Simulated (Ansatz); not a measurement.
Consider the ligand exchange at a Ge–C bond: `C=[CH][GeH2][Cl]` + `O[SiH2]F` → `F[SiH2][O][GeH2][Cl]` + `C=C`.

Program: Ansatz. Geometries: PBE0-D4/def2-TZVP. ΔE: electronic, gas phase. CBS: MP2 limit from def2 TZ/QZ plus the TZ coupled-cluster correction, frozen cores. This one scheme is used for every species. Functionals use def2-TZVPP. HSE06 is defined as in plane-wave codes. For Ge outer-core shells are correlated without core-valence functions, which leaves a few kJ/mol of doubt a bond. Scalar relativity is left out up to krypton. One conformer a species, not always the lowest.

Is it downhill or uphill in electronic energy at CCSD(T)/CBS, and by how much? (Best estimate.)

Computed: Downhill: ΔE = -0.54 eV.

What do these levels give: BLYP-D4, HSE06-D4, MP2/def2-SVP, CCSD/def2-TZVPP, CCSD(T)/def2-TZVPP, HF/def2-QZVPP? (An estimate is asked.)

Ansatz gave: BLYP-D4 -0.58, HSE06-D4 -0.50, MP2/def2-SVP -0.65, CCSD/def2-TZVPP -0.58, CCSD(T)/def2-TZVPP -0.56, HF/def2-QZVPP -0.78 eV.

Largest T1 diagnostic among the species: 0.011.

From BLYP to BHLYP (50 % exact exchange), in def2-TZVPP and without D4, ΔE moves by −0.06 eV. Leaving LDA and LC-ωPBE aside and taking each functional with its dispersion term where it has one, the values, not all of them listed here, spread over 0.18 eV, from BHLYP-D4 to PBE-D4. LDA lies +0.06 eV from PBE without D4.
